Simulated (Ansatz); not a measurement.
Start from `C=NCO[SiH3]` and change one atom or group to get `C=NC[SiH3]`.

Ansatz, PBE0-D4/def2-TZVP geometries, multiplicity 1. Each molecule was computed in one conformer, which needn't be the lowest.

```tsv
property	`C=NCO[SiH3]`
LUMO energy (PBE/def2-TZVPP) / eV	-1.46
HOMO–LUMO gap (PBE/def2-TZVPP) / eV	4.73
LUMO energy (ωB97M-V/def2-TZVPP) / eV	1.83
HOMO energy (B3LYP/def2-TZVPP) / eV	-7.45
size of the dipole moment (PBE/def2-TZVPP) / D	0.82
HOMO–LUMO gap (ωB97M-V/def2-TZVPP) / eV	11.91
```

Question: What does the change do to each property? (Best estimate.)

Answer: Computed: 
```tsv
property	`C=NC[SiH3]`	shift
LUMO energy (PBE/def2-TZVPP) / eV	-1.60	-0.14
HOMO–LUMO gap (PBE/def2-TZVPP) / eV	4.41	-0.32
LUMO energy (ωB97M-V/def2-TZVPP) / eV	1.66	-0.17
HOMO energy (B3LYP/def2-TZVPP) / eV	-7.27	0.18
size of the dipole moment (PBE/def2-TZVPP) / D	1.39	0.57
HOMO–LUMO gap (ωB97M-V/def2-TZVPP) / eV	11.54	-0.37
```

With PBE0 the HOMO rises by 0.20 eV and the LUMO falls by 0.18 eV, so the gap narrows by about 0.38 eV. PBE moves the HOMO by 0.18 eV and ωB97M-V by 0.20 eV. Dipoles are sizes alone; their direction can turn.

B3LYP here is the variant with VWN-RPA as its local correlation; programs differ in this.
